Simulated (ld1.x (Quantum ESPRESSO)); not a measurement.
Rh: excitation energies, all-electron against RRKJ

ld1.x (Quantum ESPRESSO) 7.5 input, shortened:

```
&input
   title='Rh', zed=45., rel=2, dft='PZ', iswitch=3,
   config='[Kr] 4d8 4f-2 5s1 5p0', rel_dist='average'
 /
 &inputp
   pseudotype=2, tm=.false., rho0=0.02, lloc=0,
   nlcc=.true.
 /
4
5P  2  1   0.00   0.00  2.95  2.95  0.0
4D  3  2   8.00   0.00  2.10  2.10  0.0
4F  4  3  -2.00  -0.05  3.10  3.10  0.0
5S  1  0   1.00   0.00  2.15  2.15  0.0
 &test
   configts(1)='4d8 5s1 5p0'
 /
```

Open shells are filled in proportion to 2j + 1 (rel_dist='average').

Energies are relative to the spin-unpolarised reference configuration 4d8 5s1 5p0; without spin polarisation the order of configurations can differ from experiment.

| valence configuration | charge | ΔE all-electron (eV) | error AE − PS (meV) |
| --- | --- | --- | --- |
| 4d7 5s0 5p0 | +2 | 27.560 | -117 |
| 4d6 5s0 5p0 | +3 | 60.292 | -573 |
| 4d9 5s0 5p0 | 0 | -0.845 | -69 |
| 4d7 5s1 5p1 | 0 | 6.616 | -118 |
| 4d7 5s2 5p0 | 0 | 2.382 | -91 |
| 4d8 5s0.5 5p0 | +0.5 | 3.079 | -1.4 |

Task: What are ΔE and the potential's error for 4d8 5s0 5p0?

Result: ΔE = 7.793 eV all-electron; the error (AE − PS) is -7.3 meV.

Levels in the configuration 4d9 5s0 5p0:

```csv
level,all-electron (eV),pseudo (eV)
4d j=3/2,-4.070,-3.993
4d j=5/2,-3.707,-3.633
```
